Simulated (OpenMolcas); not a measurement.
Fe2+, Ru2+, Os2+: d⁶ down the group

```json
{"Program": "OpenMolcas 26.06", "Method": "MS-CASPT2, IPEA 0.25 Eh, imaginary shift 0.1 Eh", "Basis": "ANO-RCC-VTZP", "Scalar Hamiltonian": "DKH2, point nucleus", "Spin-orbit coupling": "state interaction with AMFI integrals over the reference wave functions, term energies averaged over their components"}
```

Active space for each ion: 6 electrons in 5 orbitals (d); closed shells correlated by CASPT2: Fe2+ 3s 3p; Ru2+ 4s 4p; Os2+ 5s 5p.

Computed levels in cm-1 above ⁵D₄:

| Level | Fe2+ | Ru2+ | Os2+ |
| --- | --- | --- | --- |
| ⁵D₃ | 438 | 1156 | 4550 |
| ⁵D₂ | 745 | 1845 | 4740 |
| ⁵D₁ | 943 | 2290 | 7040 |
| ⁵D₀ | 1040 | 2510 | 7370 |
| ³P₂(1) | 19420 | 15740 | 16820 |
| ³H₆ | 20310 | 16140 | 17310 |
| ³H₅ | 20530 | 16380 | 16960 |
| ³P₁(1) | 20690 | 19010 | 29630 |
| ³F₃(1) | 21890 | 17860 | 19540 |
| weight of ⁵D in the lowest level (%) | 100 | 99 | 87 |

Mixed levels, with the weight of the term that names them: Os2+ ⁵D₂ (71 %), Os2+ ³P₂(1) (55 %), Os2+ ³H₅ (50 %), Os2+ ³P₁(1) (70 %), Os2+ ³F₃(1) (54 %).

Measured, with the error of the calculation in %. Measured levels: Fe2+ from Corliss and Sugar, J. Phys. Chem. Ref. Data 11, 135 (1982); Ru2+ from Moore, Atomic Energy Levels, vol. III, NSRDS-NBS 35 (1971 reprint of NBS Circular 467, 1958).

```csv
Level,Fe2+,Ru2+
⁵D₃,436 (+0.3),1159 (-0.3)
⁵D₂,739 (+0.8),1826 (+1.0)
⁵D₁,932 (+1.1),2266 (+1.2)
⁵D₀,1027 (+1.2),2476 (+1.4)
³P₂(1),19405 (+0.1),
³H₆,20051 (+1.3),
³H₅,20301 (+1.1),
³P₁(1),20688 (0),
³F₃(1),21700 (+0.9),
```

The fine-structure level ⁵D₀ changes by a factor of 7.09 from Fe2+ to Os2+.

Without spin-orbit coupling ³P(1) lies 19590, 16090, 15350 cm-1 above ⁵D in that order; the difference to the level ³P₂(1), of either sign, comes from spin-orbit coupling, which also lowers the zero.

CASPT2 breaks the degeneracy within a term, and the mean is taken; among the terms shown or strongly mixed into the levels shown the widest spread is 1300 cm-1 (5d⁶ ¹I, Os2+). Levels of configurations with an s electron are missing; early in the row they begin among the upper levels of the d shell and mix with terms of their name (holds for Ru2+). Configurations with an s electron lie low in 5d ions of this charge, fall among these levels and mix in, so low-spin terms can stand far too high, up to twice their true height, and weights are not those of the real levels (holds for Os2+). Computed and measured levels are paired by configuration, term and J; levels that our copy of the source lacks, or whose pairing is in doubt (as where it misses far off the trend of its configuration), stay unpaired and out of the deviations. Levels of configurations outside the active space are missing.

A number in round brackets counts repeated terms of one configuration in the order of the reference energies.
